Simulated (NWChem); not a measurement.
System: SiNH3BrF; SMILES N[SiH](F)Br

```xyz
7

Si    -0.0478    -0.9214     0.3764
N      1.4653    -1.5452    -0.0958
F     -1.2943    -1.4096    -0.5228
Br     0.0409     1.2985     0.1660
H     -0.3418    -1.3084     1.7671
H      1.7217    -2.5005     0.1239
H      1.9563    -1.1936    -0.9083
```
Atoms are numbered in this order, from 1.

All runs: NWChem. All runs use the structure optimised with B3LYP/6-31G* (spherical d). Static field.

For level PBE/aug-cc-pVDZ:

```yaml
isotropic polarisability (bohr³): 57.7
```

Question: Estimate the same quantities for level B3LYP/aug-cc-pVDZ.

Answer: 
- isotropic polarisability (bohr³) = 55.4
